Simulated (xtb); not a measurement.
Input for xtb:
```
$ xtb mol.xyz --gfn 2 --chrg 1 --opt vtight --json

# file mol.xyz
4

Te     0.16702305     0.64368920     0.39923774
Cl     1.91206657    -0.36277838    -0.47139357
Cl    -0.89355053    -1.07037719     1.47417222
Cl    -1.22659771     0.81381037    -1.46912365
```

Task: What does this run give for the total energy at the end of the optimisation, HOMO-LUMO gap?

Result: 
| Item | Result |
|---|---|
| total energy at the end of the optimisation | -16.3589 Eh |
| HOMO-LUMO gap | 4.53 eV |
